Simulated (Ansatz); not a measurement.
```yaml
atoms:
  - { symbol: Cu, position_ang: [0.0000, 0.0000, 0.0000] }
  - { symbol: O, position_ang: [0.0000, 1.3926, 0.7249] }
  - { symbol: O, position_ang: [0.0000, -1.3926, 0.7249] }
```

Basis set: pcseg-2 (spherical functions). Charge 0, multiplicity 4.

Computed with Ansatz (development build ahead of 0.2.0); each method stands on the lowest determinant of its kind that the runs found. Restricted functionals stand beside restricted open-shell atoms, which can lie above the unrestricted atoms usual in DFT and then raise those values.

Q: Give the atomization energy at this shape (free ground-state atoms in the same class of orbitals less the molecule, no zero-point energy) of quartet CuO2 by PBE0 (unrestricted), PBE0 (restricted open-shell).

A:

```
                      method  atomization energy
         PBE0 (unrestricted)             3.95 eV
PBE0 (restricted open-shell)             3.91 eV
```

Caution: other spin multiplicities may lie lower.

The shape needn't be a minimum at these levels.
